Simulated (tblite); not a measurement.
Compound: C₆H₁₂Ge.
Geometry (GFN2-xTB, Å), atoms numbered from 1 in this order:
```xyz
19
C6H12Ge angstrom
C     -1.4911    1.7173   -0.0559
C     -1.3228    0.4147   -0.2405
C     -2.3111   -0.4106   -1.0099
C     -0.1571   -0.3445    0.2707
C      0.5325    0.0322    1.5477
C      1.2325    0.2530    0.2436
Ge     2.7428   -0.8707   -0.2583
H     -0.7869    2.3228    0.4883
H     -2.3497    2.2348   -0.4478
H     -3.1380    0.1988   -1.3638
H     -1.8239   -0.8729   -1.8683
H     -2.7062   -1.2089   -0.3818
H     -0.2166   -1.4099    0.0689
H      0.1632    0.8907    2.0886
H      0.8742   -0.7704    2.1876
H      1.2800    1.2810   -0.0958
H      2.9005   -0.9561   -1.7427
H      4.0329   -0.3624    0.3018
H      2.5350   -2.2582    0.2602
```

Computed with GFN2-xTB (tblite): harmonic, unscaled wavenumbers at the GFN2-xTB geometry, gas phase. Against measured fundamentals such values can be off by several per cent, at times by over 20. Modes of hydrogen on germanium can be 10 to 20 % off. One conformer, not necessarily the lowest.

Harmonic wavenumbers (cm⁻¹): 46.2, 69.1, 106.4, 145.4, 166.9, 220.0, 294.6, 368.1, 463.5, 489.7, 509.7, 522.6, 623.4, 719.0, 778.7, 801.0, 851.8, 858.2, 879.0, 901.1, 946.4, 950.0, 988.6, 1018.1, 1030.4, 1045.4, 1060.8, 1091.8, 1104.0, 1217.4, 1233.3, 1275.9, 1392.1, 1403.9, 1427.3, 1468.1, 1481.4, 1488.2, 1715.6, 1983.8, 2070.0, 2073.4, 2998.3, 3005.8, 3013.1, 3021.1, 3049.6, 3055.8, 3087.4, 3109.7, 3128.8.

A = 4068, B = 747.8, C = 701.0 MHz; mass 158.015 u (most abundant isotopes); point group C1, symmetry number 1.

**Question.** What is the zero-point energy?

**Answer.** Half the sum of the wavenumbers: 33375 cm⁻¹ = 95.42 kcal/mol.

**Question.** What is S at 273.15 K and 1 bar for an ideal gas of classical rigid rotors and harmonic oscillators?

**Answer.** Translation 40.67, rotation 29.14, vibration 25.14: S = 95.0 cal/(mol K).

**Question.** And Cp and H(273.15 K) − H(0)?

**Answer.** Cp = 34.63 cal/(mol K), of which vibrations give 26.68 (their classical limit is 51 R = 101.3); H(273.15 K) − H(0) = 5.79 kcal/mol without the zero-point energy, 3.62 from vibrations.

**Question.** How do the functions run with temperature in this model?

**Answer.** 
| T (K) | S (cal/(mol K)) | Cp (cal/(mol K)) | H − H(0) (kcal/mol) | G − H(0) (kcal/mol) | ln q(vib) |
| --- | --- | --- | --- | --- | --- |
| 150 | 78.4 | 22.4 | 2.30 | -9.45 | 2.97 |
| 250 | 92.0 | 32.2 | 5.01 | -17.98 | 5.42 |
| 298.15 | 98.1 | 37.3 | 6.69 | -22.56 | 6.60 |
| 400 | 110.5 | 47.6 | 11.02 | -33.19 | 9.10 |
| 600 | 133.1 | 63.5 | 22.24 | -57.59 | 14.03 |
| 900 | 161.9 | 78.6 | 43.75 | -101.98 | 21.12 |

q(vib) and H(0) count from the zero-point level.

**Question.** Blend soft modes into free rotors: weight 1/[1 + (100 cm⁻¹/ν̃)⁴] for the oscillator and the rest for a rotor with moment μB/(μ + B), μ = h/(8π²ν), B = 10⁻⁴⁴ kg m². What vibrational entropy results?

**Answer.** 23.00 cal/(mol K) in place of 25.14, which changes −T·S at 273.15 K by +0.58 kcal/mol.

Hindered rotation and anharmonicity are outside this model. Other conformers, if any are populated, would add a mixing term that is left out. The structure is chiral; the term R ln 2 for an equal mix with its mirror image is left out.
